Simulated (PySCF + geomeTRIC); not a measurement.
Computed with BP86-D3(BJ)/def2-SVP (PySCF + geomeTRIC). fastk is a local helper that only speeds up exchange builds. No frequencies were computed at this level.

```python
import json, numpy as np
from pyscf import gto, dft
from fastk import lowrank_exchange
atoms = """
Ti     0.026140    -0.208176    -0.205480
S      0.097195     1.683572    -1.499609
H      0.872280     2.326144    -0.610069
S      2.164342    -0.926383     0.209583
H      1.729673    -1.911854     1.012047
S     -1.136375    -1.839877    -1.319280
H     -0.280264    -1.815439    -2.353542
S     -1.017289     0.252286     1.784198
H     -2.138802     0.654112     1.164584
"""
def scf(charge, spin, dm0=None):
    mol = gto.M(atom=atoms, basis='def2-svp', ecp={}, charge=charge, spin=spin, verbose=3, max_memory=10080)
    mf = dft.KS(mol, xc='bp86').density_fit(auxbasis="def2-universal-jkfit")
    mf.disp = 'd3bj'
    mf.grids.level = 3
    mf.conv_tol = 1e-8
    mf.max_cycle = 120
    mf.level_shift = 0.25
    mf.kernel(dm0)
    if not mf.converged:
        mf = mf.newton().run(mf.mo_coeff, mf.mo_occ).undo_soscf()
    return mf
mf = scf(0, 0)
from pyscf.geomopt.geometric_solver import kernel as optimize
path = []
done, mol = optimize(mf, maxsteps=120, assert_convergence=False, callback=lambda env: path.append((env["energy"], bool(env["g_scanner"].converged))))
res = dict(converged=bool(done and path[-1][1]), energy=path[-1][0], path=[e for e, c in path], xyz=mol.atom_coords(unit="Angstrom").tolist(), nao=mol.nao)
json.dump(res, open("result.json", "w"))
```

Output:

```
converged SCF energy = -2444.5203232519
Geometry optimization cycle 1
converged SCF energy = -2444.52032319739
cycle 1: E = -2444.5203232  dE = -2444.52  norm(grad) = 0.0406133
Geometry optimization cycle 2
converged SCF energy = -2444.52310265322
cycle 2: E = -2444.52310265  dE = -0.00277946  norm(grad) = 0.00687184
Geometry optimization cycle 3
converged SCF energy = -2444.52415482416
cycle 3: E = -2444.52415482  dE = -0.00105217  norm(grad) = 0.00685029
Geometry optimization cycle 4
converged SCF energy = -2444.52458450152
cycle 4: E = -2444.5245845  dE = -0.000429677  norm(grad) = 0.00551626
Geometry optimization cycle 5
converged SCF energy = -2444.52469606332
cycle 5: E = -2444.52469606  dE = -0.000111562  norm(grad) = 0.0022014
Geometry optimization cycle 6
converged SCF energy = -2444.52478198788
cycle 6: E = -2444.52478199  dE = -8.59246e-05  norm(grad) = 0.00200459
Geometry optimization cycle 7
converged SCF energy = -2444.52480047402
cycle 7: E = -2444.52480047  dE = -1.84861e-05  norm(grad) = 0.00150565
Geometry optimization cycle 8
converged SCF energy = -2444.52480470791
cycle 8: E = -2444.52480471  dE = -4.23389e-06  norm(grad) = 0.000338226
Geometry optimization cycle 9
converged SCF energy = -2444.52480526225
cycle 9: E = -2444.52480526  dE = -5.54337e-07  norm(grad) = 0.000294768
Geometry optimization cycle 10
converged SCF energy = -2444.52480503279
cycle 10: E = -2444.52480503  dE = 2.29456e-07  norm(grad) = 0.00114605
Geometry optimization cycle 11
converged SCF energy = -2444.5248059309
cycle 11: E = -2444.52480593  dE = -8.98111e-07  norm(grad) = 0.00106809
Geometry optimization cycle 12
converged SCF energy = -2444.52480775126
cycle 12: E = -2444.52480775  dE = -1.82035e-06  norm(grad) = 0.000159716
Geometry optimization cycle 13
converged SCF energy = -2444.52480762397
cycle 13: E = -2444.52480762  dE = 1.2729e-07  norm(grad) = 0.000177961
Geometry optimization cycle 14
converged SCF energy = -2444.52480761502
cycle 14: E = -2444.52480762  dE = 8.95034e-09  norm(grad) = 0.000257658
Geometry optimization cycle 15
converged SCF energy = -2444.52480782665
cycle 15: E = -2444.52480783  dE = -2.1163e-07  norm(grad) = 0.000177223
<class 'geometric.internal.Distance'> : 8
<class 'geometric.internal.Angle'> : 10
<class 'geometric.internal.Dihedral'> : 12
<class 'geometric.internal.TranslationX'> : 1
<class 'geometric.internal.TranslationY'> : 1
<class 'geometric.internal.TranslationZ'> : 1
<class 'geometric.internal.RotationA'> : 1
<class 'geometric.internal.RotationB'> : 1
<class 'geometric.internal.RotationC'> : 1
Step    0 : Gradient = 1.354e-02/1.578e-02 (rms/max) Energy = -2444.5203231974
Step    1 : Displace = 4.381e-02/5.963e-02 (rms/max) Trust = 1.000e-01 (=) Grad = 2.291e-03/3.047e-03 (rms/max) E (change) = -2444.5231026532 (-2.779e-03) Quality = 1.272
Step    2 : Displace = 5.855e-02/8.845e-02 (rms/max) Trust = 1.414e-01 (+) Grad = 2.283e-03/2.569e-03 (rms/max) E (change) = -2444.5241548242 (-1.052e-03) Quality = 1.401
Step    3 : Displace = 6.142e-02/9.720e-02 (rms/max) Trust = 2.000e-01 (+) Grad = 1.839e-03/2.167e-03 (rms/max) E (change) = -2444.5245845015 (-4.297e-04) Quality = 1.182
Step    4 : Displace = 2.761e-02/4.392e-02 (rms/max) Trust = 2.828e-01 (+) Grad = 7.338e-04/1.007e-03 (rms/max) E (change) = -2444.5246960633 (-1.116e-04) Quality = 1.473
Step    5 : Displace = 3.821e-02/5.891e-02 (rms/max) Trust = 3.000e-01 (+) Grad = 6.682e-04/8.037e-04 (rms/max) E (change) = -2444.5247819879 (-8.592e-05) Quality = 1.172
Step    6 : Displace = 1.488e-02/2.273e-02 (rms/max) Trust = 3.000e-01 (=) Grad = 5.019e-04/5.841e-04 (rms/max) E (change) = -2444.5248004740 (-1.849e-05) Quality = 1.156
Step    7 : Displace = 4.851e-03/8.097e-03 (rms/max) Trust = 3.000e-01 (=) Grad = 1.127e-04/1.567e-04 (rms/max) E (change) = -2444.5248047079 (-4.234e-06) Quality = 0.851
Step    8 : Displace = 1.367e-03/1.995e-03 (rms/max) Trust = 3.000e-01 (=) Grad = 9.826e-05/1.602e-04 (rms/max) E (change) = -2444.5248052622 (-5.543e-07) Quality = 0.448
Step    9 : Displace = 4.593e-03/6.662e-03 (rms/max) Trust = 3.000e-01 (=) Grad = 3.820e-04/4.228e-04 (rms/max) E (change) = -2444.5248050328 (+2.295e-07) Quality = -0.064
Step   10 : Displace = 2.397e-03/3.982e-03 (rms/max) Trust = 2.297e-03 (-) Grad = 3.560e-04/3.951e-04 (rms/max) E (change) = -2444.5248059309 (-8.981e-07) Quality = 0.293
Step   11 : Displace = 2.514e-03/4.141e-03 (rms/max) Trust = 2.297e-03 (=) Grad = 5.324e-05/7.978e-05 (rms/max) E (change) = -2444.5248077513 (-1.820e-06) Quality = 0.338
Step   12 : Displace = 2.356e-03/3.684e-03 (rms/max) Trust = 2.297e-03 (=) Grad = 5.932e-05/8.403e-05 (rms/max) E (change) = -2444.5248076240 (+1.273e-07) Quality = -0.029
Step   13 : Displace = 1.185e-03/1.969e-03 (rms/max) Trust = 1.148e-03 (-) Grad = 8.589e-05/1.185e-04 (rms/max) E (change) = -2444.5248076150 (+8.950e-09) Quality = -0.003
Step   14 : Displace = 5.748e-04/7.420e-04 (rms/max) Trust = 5.742e-04 (-) Grad = 5.907e-05/8.780e-05 (rms/max) E (change) = -2444.5248078266 (-2.116e-07) Quality = 0.192
Converged! =D
```

Cost: around 8 core-minutes (rough).
